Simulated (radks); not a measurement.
Values are calculated unless marked as measured or tabulated.
Excited configurations of neutral cadmium: one electron is placed in a higher orbital outside [Kr] 4d10 5s1. The ground configuration is [Kr] 4d10 5s2. Level of theory: Dirac Kohn-Sham, LDA (Slater exchange, Perdew-Wang correlation), spin-unpolarised, spherical densities, finite nucleus; open shells fill j = l - 1/2 first; Fermi nuclear charge, rms radius 4.6087 fm (a radial shooting solver on a logarithmic mesh with Libxc functionals). Excitation = E - E(ground); binding = E(ion) - E, where the ion is the core of charge +1; n* = 1/sqrt(2 binding) in atomic units, and the quantum defect is n - n*.

outer orbital  excitation (eV)  binding (eV)     n*  quantum defect  eigenvalue (eV)
4f5/2                    8.710         0.913  3.861           0.139           -0.440
5d3/2                    7.973         1.649  2.872           2.128           -0.720
5f5/2                    8.993         0.629  4.649           0.351           -0.369
6p1/2                    7.718         1.905  2.672           3.328           -1.075
6f5/2                    9.167         0.455  5.467           0.533           -0.289
7s1/2                    8.250         1.373  3.148           3.852           -0.849
7p1/2                    8.546         1.077  3.554           3.446           -0.663

The Delta-SCF ionisation energy is 9.623 eV (NIST Atomic Spectra Database: 8.994 eV, measured). Self-interaction in the functional shifts the binding energies and quantum defects, so they are the method's values and not measured ones. Spin polarisation and multiplet splitting are left out, so open shells lie too high by an amount that depends on their filling.

Beside tabulated values, note that spin-unpolarised runs miss the spin-polarisation part of the exchange energy of open shells.
